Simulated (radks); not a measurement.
Task: The mean radii <r> (bohr) of the occupied orbitals of an atom or ion are listed with their occupations. All-electron calculation, Dirac Kohn-Sham, PBEsol, spin-unpolarised, spherical densities, finite nucleus; Fermi nuclear charge, rms radius of each element as measured or else 0.836 A^(1/3) + 0.57 fm. Program: a radial shooting solver on a logarithmic mesh with Libxc functionals.

orbital  occ.      <r>
1s1/2       2  0.03186
2s1/2       2   0.1379
2p1/2       2   0.1171
2p3/2       4   0.1220
3s1/2       2   0.3761
3p1/2       2   0.3674
3p3/2       4   0.3778
3d3/2       4   0.3488
3d5/2       6   0.3521
4s1/2       2   0.8332
4p1/2       1   0.8563

Name the element and its charge. Open shells, if any, fill j = l - 1/2 first.

Result: Z = 46, palladium, charge +15: Pd15+ in [Ar] 3d10 4s2 4p1. The 1s radius gives Z: for a bare nucleus <r> = (2 gamma + 1)/(2Z) with gamma = sqrt(1 - (Z/c)^2), 0.03135 bohr for Z = 46, and screening makes it slightly larger (0.03186 here). The occupations add up to 31, and the charge is Z minus that.
